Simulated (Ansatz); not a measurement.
Ansatz (an electronic-structure program) input (MP2/def2-TZVP):

Ansatz 0.2 input:
```yaml
crystal:
  periodic: [false, false, false]
  atoms:
    - {symbol: O, position_ang: [-1.44519553, 0.09522087, -0.08145760]}
    - {symbol: Si, position_ang: [0.08755461, 0.00914778, -0.00119263]}
    - {symbol: O, position_ang: [1.56144574, -0.19888809, 0.12744914]}
    - {symbol: H, position_ang: [-2.15576622, 0.70126888, -0.35123545]}
basis:
  gaussian:
    orbitals: def2-TZVP
total_charge: 1
magnetization: {spin_polarized: false}
correlation: {method: mp2, electrons: outside_noble_gas}
relax: {f_tol: 0.003, max_steps: 100}
```

Output:

```
Functional definition: HF
these checks for a lower state are left out or cut short: cluster_reference
integrals: 0.05 GiB planned
735 factors; integrals over basis functions are off by at most 3.8e-4 eV
mean field: 0.18 GiB planned
mean field evaluation 1: about -11935.3366 eV, gradient 8.0e1 eV
mean field evaluation 2: about -11935.3374 eV, gradient 8.0e1 eV
mean field evaluation 4: about -11945.7939 eV, gradient 1.1e1 eV
mean field evaluation 8: about -11946.0023 eV, gradient 1.7e-1 eV
mean field -11946.00271030 eV, -439.0075023119 hartree, gradient 1.4e-6 eV, S^2 0.000000; 0 other end points of the search recorded, 0 dependent functions left out
7 core orbitals not correlated
reference -11946.00271030 eV, -439.0075023119 hartree; 8, 8 occupied and 90, 90 virtual orbitals, 735 factors
densities: 0.18 GiB planned
second order -15.50596159 eV of doubles, -0.00000000 eV of singles
the calculation of the forces begins
relax step   1: F+E_penalty+E_count = -11961.50867189 eV  Δ(F+E_penalty+E_count) = +0.000e0 eV  max|allowed force component| = 1.087e0 eV/Å  Δτ_max = 0.0000 Å  (49 SCF iters, accepted)
these checks for a lower state are left out or cut short: starts, cluster_reference, orbital_swaps, neighbouring_geometries, increment
integrals: 0.05 GiB planned
735 factors; integrals over basis functions are off by at most 3.8e-4 eV
mean field: 0.18 GiB planned
mean field evaluation 16: about -11945.9702 eV, gradient 7.5e-1 eV
mean field -11945.97345852 eV, -439.0064273289 hartree, gradient 1.8e-6 eV, S^2 0.000000; 0 other end points of the search recorded, 0 dependent functions left out
7 core orbitals not correlated
reference -11945.97345852 eV, -439.0064273289 hartree; 8, 8 occupied and 90, 90 virtual orbitals, 735 factors
densities: 0.18 GiB planned
second order -15.54291177 eV of doubles, -0.00000000 eV of singles
the calculation of the forces begins
relax step   2: F+E_penalty+E_count = -11961.51637029 eV  Δ(F+E_penalty+E_count) = -7.698e-3 eV  max|allowed force component| = 5.059e-1 eV/Å  Δτ_max = 0.0079 Å  (43 SCF iters, accepted)
these checks for a lower state are left out or cut short: starts, cluster_reference, orbital_swaps, neighbouring_geometries, increment
integrals: 0.05 GiB planned
735 factors; integrals over basis functions are off by at most 3.8e-4 eV
mean field: 0.18 GiB planned
mean field evaluation 32: about -11945.9429 eV, gradient 1.7e-6 eV
mean field -11945.94294324 eV, -439.0053059130 hartree, gradient 1.7e-6 eV, S^2 0.000000; 0 other end points of the search recorded, 0 dependent functions left out
7 core orbitals not correlated
reference -11945.94294324 eV, -439.0053059130 hartree; 8, 8 occupied and 90, 90 virtual orbitals, 735 factors
densities: 0.18 GiB planned
second order -15.57567721 eV of doubles, -0.00000000 eV of singles
the calculation of the forces begins
relax step   3: F+E_penalty+E_count = -11961.51862045 eV  Δ(F+E_penalty+E_count) = -2.250e-3 eV  max|allowed force component| = 2.064e-2 eV/Å  Δτ_max = 0.0070 Å  (42 SCF iters, accepted)
these checks for a lower state are left out or cut short: starts, cluster_reference, orbital_swaps, neighbouring_geometries, increment
integrals: 0.05 GiB planned
735 factors; integrals over basis functions are off by at most 3.8e-4 eV
mean field: 0.18 GiB planned
mean field -11945.94094528 eV, -439.0052324895 hartree, gradient 2.8e-6 eV, S^2 0.000000; 0 other end points of the search recorded, 0 dependent functions left out
7 core orbitals not correlated
reference -11945.94094528 eV, -439.0052324895 hartree; 8, 8 occupied and 90, 90 virtual orbitals, 735 factors
densities: 0.18 GiB planned
second order -15.57776830 eV of doubles, -0.00000000 eV of singles
the calculation of the forces begins
relax step   4: F+E_penalty+E_count = -11961.51871358 eV  Δ(F+E_penalty+E_count) = -9.313e-5 eV  max|allowed force component| = 2.886e-2 eV/Å  Δτ_max = 0.0029 Å  (35 SCF iters, accepted)
these checks for a lower state are left out or cut short: starts, cluster_reference, orbital_swaps, neighbouring_geometries, increment
integrals: 0.05 GiB planned
735 factors; integrals over basis functions are off by at most 3.8e-4 eV
mean field: 0.18 GiB planned
mean field -11945.93608940 eV, -439.0050540392 hartree, gradient 1.7e-6 eV, S^2 0.000000; 0 other end points of the search recorded, 0 dependent functions left out
7 core orbitals not correlated
reference -11945.93608940 eV, -439.0050540392 hartree; 8, 8 occupied and 90, 90 virtual orbitals, 735 factors
densities: 0.18 GiB planned
second order -15.58277664 eV of doubles, -0.00000000 eV of singles
the calculation of the forces begins
relax step   5: F+E_penalty+E_count = -11961.51886604 eV  Δ(F+E_penalty+E_count) = -1.525e-4 eV  max|allowed force component| = 1.868e-2 eV/Å  Δτ_max = 0.0090 Å  (43 SCF iters, accepted)
these checks for a lower state are left out or cut short: starts, cluster_reference, orbital_swaps, neighbouring_geometries, increment
integrals: 0.05 GiB planned
735 factors; integrals over basis functions are off by at most 3.8e-4 eV
mean field: 0.18 GiB planned
mean field -11945.93659657 eV, -439.0050726773 hartree, gradient 8.9e-6 eV, S^2 0.000000; 0 other end points of the search recorded, 0 dependent functions left out
7 core orbitals not correlated
reference -11945.93659657 eV, -439.0050726773 hartree; 8, 8 occupied and 90, 90 virtual orbitals, 735 factors
densities: 0.18 GiB planned
second order -15.58227629 eV of doubles, -0.00000000 eV of singles
the calculation of the forces begins
relax step   6: F+E_penalty+E_count = -11961.51887286 eV  Δ(F+E_penalty+E_count) = -6.820e-6 eV  max|allowed force component| = 6.138e-3 eV/Å  Δτ_max = 0.0006 Å  (29 SCF iters, accepted)
these checks for a lower state are left out or cut short: starts, cluster_reference, orbital_swaps, neighbouring_geometries, increment
integrals: 0.05 GiB planned
735 factors; integrals over basis functions are off by at most 3.8e-4 eV
mean field: 0.18 GiB planned
mean field evaluation 64: about -11945.9367 eV, gradient 3.1e-6 eV
mean field -11945.93673960 eV, -439.0050779334 hartree, gradient 5.2e-6 eV, S^2 0.000000; 0 other end points of the search recorded, 0 dependent functions left out
7 core orbitals not correlated
reference -11945.93673960 eV, -439.0050779334 hartree; 8, 8 occupied and 90, 90 virtual orbitals, 735 factors
densities: 0.18 GiB planned
second order -15.58213372 eV of doubles, -0.00000000 eV of singles
the calculation of the forces begins
relax step   7: F+E_penalty+E_count = -11961.51887331 eV  Δ(F+E_penalty+E_count) = -4.562e-7 eV  max|allowed force component| = 2.478e-4 eV/Å  Δτ_max = 0.0002 Å  (29 SCF iters, accepted)
these checks for a lower state are left out or cut short: cluster_reference
integrals: 0.05 GiB planned
735 factors; integrals over basis functions are off by at most 3.8e-4 eV
mean field: 0.18 GiB planned
mean field -11945.93673960 eV, -439.0050779334 hartree, gradient 5.2e-6 eV, S^2 0.000000; 1 other end points of the search recorded, 0 dependent functions left out
7 core orbitals not correlated
reference -11945.93673960 eV, -439.0050779334 hartree; 8, 8 occupied and 90, 90 virtual orbitals, 735 factors
densities: 0.18 GiB planned
second order -15.58213372 eV of doubles, -0.00000000 eV of singles
the calculation of the forces begins
Total energy: -11961.51887331 eV, -439.5777107856 hartree
Atom 0 at    -1.457063     0.085590    -0.077849 Å, force     0.000186     0.000016    -0.000001 eV/Å
Atom 1 at     0.082452     0.009402    -0.001447 Å, force    -0.000215    -0.000248     0.000095 eV/Å
Atom 2 at     1.574333    -0.197450     0.127236 Å, force     0.000052     0.000142    -0.000057 eV/Å
Atom 3 at    -2.151683     0.709207    -0.354377 Å, force    -0.000023     0.000089    -0.000037 eV/Å
Dipole moment:    -0.866605     0.364794    -0.175244 e Å
Checks for a lower state left out: cluster_reference
```

It need not be the lowest isomer of its formula.
